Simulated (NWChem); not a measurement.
## HCl₂Ge

SMILES: [Cl][GeH][Cl]
```xyz
4

Cl    -0.5506    -0.3191     1.7539
Ge     0.5255     0.3509     0.0000
Cl    -0.5506    -0.3191    -1.7539
H      1.9033    -0.3765     0.0000
```
Charge 0, spin multiplicity 2.

The numbers come from NWChem runs, not from measurements. The geometry was optimised at UPBE0/def2-SVP, a minimum by its harmonic frequencies.

The Hamiltonian is non-relativistic. The correlated methods keep 19 core orbitals frozen. The structure started from a generated list of species. The unpaired electrons of the parent sit in orbitals of symmetry a' (Cs labels of the run); other states weren't searched. No SCF solution was tested for a lower state.

Worked example. A B2PLYP run in 3-21G ends its self-consistent part (53 % exact exchange, 47 % B88, 73 % LYP) at -2982.74505 Ha, and second-order perturbation theory on those orbitals gives -0.16772 Ha unscaled.

The perturbative term enters with the weight 0.27: -2982.74505 + 0.27·(-0.16772) = -2982.79033 Ha is the total energy.
